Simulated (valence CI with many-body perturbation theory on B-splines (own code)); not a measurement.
The numbers below are computed, except where a source is named.
# I³⁷⁺: what each term of the Hamiltonian does

Method: valence CI with perturbative core correlation (CI+MBPT): six valence electrons over a frozen Dirac-Fock core [Ne], a basis of 9 s, 9 p, 8 d, 6 f, 3 g, 1 h functions for each j, with the one-electron correlation potential Σ1, the two-electron term Σ2, the three-electron term Σ3, Breit, model QED; selected CI, second order for the rest, scaled by the run's own slope (own B-spline code, finite nucleus).

The last digits are not significant, and no measured levels were compared; by estimate large intervals hold to a few tenths of a per cent, small ones and those within an open d or f shell to about a per cent. Among the levels kept, up to 1500 cm⁻¹ of a level comes from second order outside the variational space, and about a tenth of that is noise between levels of different J, which matters for small intervals.

Each rung adds one term. CI alone is the Dirac-Coulomb CI over the frozen core; QED comes last and gives the full result, which names the levels. Energies are above (3s^2 3p1/2^2 3p3/2^2) J=2 on the same rung, in eV.

Levels are named by their leading jj configuration (3d3/2^4 stands for four electrons in 3d with j = 3/2), which in mixed levels can hold well under half, so a name can repeat and another be missing. Letters in brackets count levels of one name in rising energy.

| Level | CI alone |
| --- | --- |
| (3s^2 3p1/2^2 3p3/2^2) J=0 | 12.29 |
| (3s^2 3p1/2 3p3/2^3) J=1 | 69.77 |
| (3s^2 3p1/2 3p3/2^3) J=2 | 76.75 |
| (3s^2 3p3/2^4) J=0 | 151.48 |
| (3s^2 3p1/2^2 3p3/2 3d3/2) J=2 | 152.11 |
| (3s^2 3p1/2^2 3p3/2 3d3/2) J=1 | 155.10 |
| (3s^2 3p1/2^2 3p3/2 3d3/2) J=3 | 157.37 |
| (3s^2 3p1/2^2 3p3/2 3d3/2) J=0 | 156.98 |
| (3s^2 3p1/2^2 3p3/2 3d5/2) J=2 | 165.85 |
| (3s^2 3p1/2^2 3p3/2 3d5/2) J=4 | 172.02 |
| (3s^2 3p1/2^2 3p3/2 3d5/2) J=3 | 187.77 |
| (3s^2 3p1/2^2 3p3/2 3d5/2) J=1 [a] | 189.11 |
| (3s 3p1/2^2 3p3/2^3) J=2 | 189.34 |
| (3s^2 3p1/2^2 3p3/2 3d5/2) J=1 [b] | 201.33 |
| (3s^2 3p1/2 3p3/2^2 3d3/2) J=0 | 216.97 |
| (3s^2 3p1/2 3p3/2^2 3d3/2) J=2 [a] | 217.26 |

Task: What do these energies become with core correlation, Breit and QED?

Result: (3s^2 3p1/2^2 3p3/2^2) J=0 12.33 (+0.044); (3s^2 3p1/2 3p3/2^3) J=1 69.13 (-0.636); (3s^2 3p1/2 3p3/2^3) J=2 75.91 (-0.838); (3s^2 3p3/2^4) J=0 150.06 (-1.427); (3s^2 3p1/2^2 3p3/2 3d3/2) J=2 150.96 (-1.155); (3s^2 3p1/2^2 3p3/2 3d3/2) J=1 153.98 (-1.122); (3s^2 3p1/2^2 3p3/2 3d3/2) J=3 155.98 (-1.389); (3s^2 3p1/2^2 3p3/2 3d3/2) J=0 155.98 (-0.994); (3s^2 3p1/2^2 3p3/2 3d5/2) J=2 164.45 (-1.397); (3s^2 3p1/2^2 3p3/2 3d5/2) J=4 170.17 (-1.845); (3s^2 3p1/2^2 3p3/2 3d5/2) J=3 185.77 (-1.999); (3s^2 3p1/2^2 3p3/2 3d5/2) J=1 [a] 187.53 (-1.587); (3s 3p1/2^2 3p3/2^3) J=2 187.66 (-1.684); (3s^2 3p1/2^2 3p3/2 3d5/2) J=1 [b] 199.63 (-1.704); (3s^2 3p1/2 3p3/2^2 3d3/2) J=0 215.20 (-1.774); (3s^2 3p1/2 3p3/2^2 3d3/2) J=2 [a] 215.36 (-1.902).

Task: How does the ionisation energy move along the ladder, and which term matters most?

Result: CI alone 2601.0, + Σ1 2601.8, + Σ2 2601.9, + Σ3 2601.3, + Breit 2599.7, + QED 2599.7 eV. The largest step is Breit, -1.6 eV. NIST lists 2598 ± 4 eV (theoretical).
